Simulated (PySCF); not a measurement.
Method: PBE-D3(BJ)/def2-TZVP // PBE0-D3(BJ)/def2-SVP run with PySCF. Isolated molecules, 0 K electronic values unless said otherwise. One relaxed conformer stands for a flexible species; it need not be the lowest. Delta-SCF ions had no search for a lower state. Excitations are Tamm–Dancoff values on a coarser integration grid. The basis has no diffuse functions, so Rydberg states are missing or too high.

Reference species (SMILES): `COc1c([SiH3])sc2ccsc12` (C–O–C–C torsion 177°) (neutral, multiplicity 1).

- T1 excitation (TDA): 2.80 eV
- HOMO–LUMO gap: 3.12 eV
- LUMO: -1.81 eV
- vertical ionisation energy (Delta-SCF): 7.26 eV

After one change: the T1 excitation (TDA) goes up by 0.28 eV; the HOMO–LUMO gap rises by 0.37 eV; the LUMO increases by 0.44 eV; the vertical ionisation energy (Delta-SCF) decreases by 0.06 eV.

Task: What was changed between the two runs? The new species is one of these.
A) `COc1csc2cc([SiH3])sc12` (C–O–C–C torsion 0°)
B) `COc1sc2ccsc2c1[SiH3]` (C–O–C–S torsion 1°)
C) `COc1csc2c([SiH3])csc12` (C–O–C–C torsion 0°)

Result: B, `COc1sc2ccsc2c1[SiH3]` (C–O–C–S torsion 1°)
